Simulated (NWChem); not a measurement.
System: SiH3F; SMILES F[SiH3]

```xyz
5

Si     0.0000     0.0000    -0.4569
F      0.0000     0.0000     1.1819
H      1.0052     1.0052    -0.9391
H      0.3679    -1.3731    -0.9391
H     -1.3731     0.3679    -0.9391
```
Atoms are numbered in this order, from 1.

The geometry was optimised at PBE-D3(BJ)/def2-SVP.

List the 4 lowest vertical singlet excitations from PBE0/6-31+G* (spherical d), TDA (NWChem).


| state | energy (eV) | oscillator strength | leading excitation (squared amplitude) |
|---|---|---|---|
| S1 | 7.88 | 0.002 | HOMO → LUMO (0.99) |
| S2 | 7.88 | 0.002 | HOMO−1 → LUMO (0.99) |
| S3 | 9.00 | 0.147 | HOMO → LUMO+1 (0.98) |
| S4 | 9.00 | 0.147 | HOMO−1 → LUMO+1 (0.98) |
